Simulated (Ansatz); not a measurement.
Cost and result for the atomization energy of BrGaHNZn (5 atoms, 4 bonds).

```tsv
atom	x (Å)	y (Å)	z (Å)
Br1	-1.007	-1.323	-2.732
Ga2	1.579	-0.034	1.879
N3	0.185	0.431	0.716
Zn4	-0.387	-0.319	-0.834
H5	-0.370	1.245	0.972
```

Charge 0, multiplicity 1. For Zn the d shell is correlated and the shells below it are frozen. Correlated methods include outer-core shells of Br, Ga, which these sets cover unevenly. Scalar relativity is left out up to krypton. The bonds changed during the relaxation, so this is another structure than the one it started from. All single points use the PBE0-D4/def2-TZVP geometry. Program: Ansatz. All runs use 4 threads of an Arm Neoverse V2 on a shared host. Times are those of one run each, without the atoms' runs, and a repeat can differ threefold. Electronic energies, without spin–orbit coupling; frozen cores. CCSD(T)/CBS adds CCSD(T) − MP2 in def2-TZVPP to the MP2 limit, and its time is that of the two runs behind it. T1 = 0.014. With those shells the extrapolation isn't a true limit. HSE06 is the plane-wave form, built on full-range PBE exchange.

CCSD(T)/CBS is a level of theory with its own doubt, some kJ/mol a heavy atom from the limit and from the frozen cores, so smaller differences don't rank the functionals.

```csv
level,functions,wall time,atomization (kcal/mol),difference from CCSD(T)/CBS,per bond
LDA (SPW92)/def2-TZVPP,205,1.1 s,346.0,50.8,12.7
BLYP-D4/def2-TZVPP,205,1.8 s,286.5,-8.7,-2.2
revPBE-D4/def2-TZVPP,205,1.8 s,286.3,-8.9,-2.2
BHLYP-D4/def2-TZVPP,205,3.6 s,274.2,-21.0,-5.2
PBE0-D4/def2-TZVPP,205,3.8 s,290.4,-4.8,-1.2
CAM-B3LYP-D4/def2-TZVPP,205,3.8 s,289.1,-6.1,-1.5
HSE06-D4/def2-TZVPP,205,4.1 s,290.7,-4.5,-1.1
r2SCANh-D4/def2-TZVPP,205,6 s,290.4,-4.8,-1.2
CCSD(T)/def2-SVP,114,7.5 s,263.2,-32.0,-8.0
B97M-V/def2-TZVPP,205,8 s,286.7,-8.5,-2.1
MP2/def2-QZVPP,365,16 s,304.5,9.3,2.3
CCSD(T)/def2-TZVPP,205,2.1 min,280.5,-14.7,-3.7
CCSD(T)/CBS(def2),–,2.3 min,295.2,0.0,0.0
```

The D4 term adds +5.5 kcal/mol with B3LYP and +2.9 kcal/mol with PBE0; it sums over pairs of atoms, weighted by their polarisabilities, and B3LYP, whose exchange is more repulsive, gets the larger term. Leaving LDA and LC-ωPBE aside and taking each functional with its dispersion term where it has one, the values, not all of them listed here, spread over 24.7 kcal/mol, from BHLYP-D4 to PBE-D4. LDA lies +50.4 kcal/mol from PBE without D4, its usual overbinding. At CCSD(T), def2-SVP lies −32.0 kcal/mol from the extrapolated value and def2-TZVPP −14.8 kcal/mol: correlation converges slowly with the basis, and small sets miss more of it in the bonded molecule than in its fragments.

B3LYP here is the variant with VWN-RPA as its local correlation; programs differ in this.
